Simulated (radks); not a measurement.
Valence configurations of the silicon ion Si3+ (all share [Ne]). Method: scalar-relativistic Kohn-Sham, PBE, spin-unpolarised, spherical densities, finite nucleus; Fermi nuclear charge, rms radius 3.1224 fm; computed with a radial shooting solver on a logarithmic mesh with Libxc functionals. Energies are relative to 3s1; eigenvalues in eV.

| valence | E (eV) | e(3p) | e(3s) |
|---|---|---|---|
| 3s1 | 0.000 | - | -39.488 |
| 3p1 | 8.715 | -31.399 | - |
| 3s0.5 3p0.5 | 4.354 | -31.093 | -39.809 |

NIST lists [Ne] 3s1 as the ground configuration; this level of theory agrees among the configurations tried. The energies are those of spherical spin-averaged densities, not of single terms.
